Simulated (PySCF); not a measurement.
**MK for M along group 12**

MP2 with double-zeta basis sets in PySCF, for the lowest determinant that a PBE0 search found; no spin–orbit coupling. De refers to high-spin ground-configuration atoms.

```tsv
M	basis	reference, frozen orbitals	state (unpaired electrons)	Re (Å)	ωe (cm⁻¹)	De (eV)
Zn	def2-SVP	UHF, 10	doublet (σ ↑)	3.987	42.2	0.04
Cd	def2-SVP	UHF, 5	doublet (σ ↑)	4.375	23.8	0.04
Hg	def2-SVP	UHF, 5	doublet (σ ↑)	4.175	28.8	0.04
```

The shortest bond is that of KZn (3.987 Å), the longest that of KCd (4.375 Å).

Down a group the atoms grow and get heavier, so bonds lengthen and wavenumbers fall; the exceptions here are the shorter bond at Hg and the higher wavenumber at Hg. Relativity and the filled 4f shell contract the atoms of the sixth period.

Correlated steps freeze the inner cores (5 to 10 orbitals); shallow outer-core shells are correlated. Weak bonds: KCd, KHg, KZn. Basis-set superposition, not corrected here, can be much of De in a small basis, most of all at correlated wavefunction levels. Spin–orbit coupling is left out. States were picked by a PBE0 search and need not be the measured ground states.
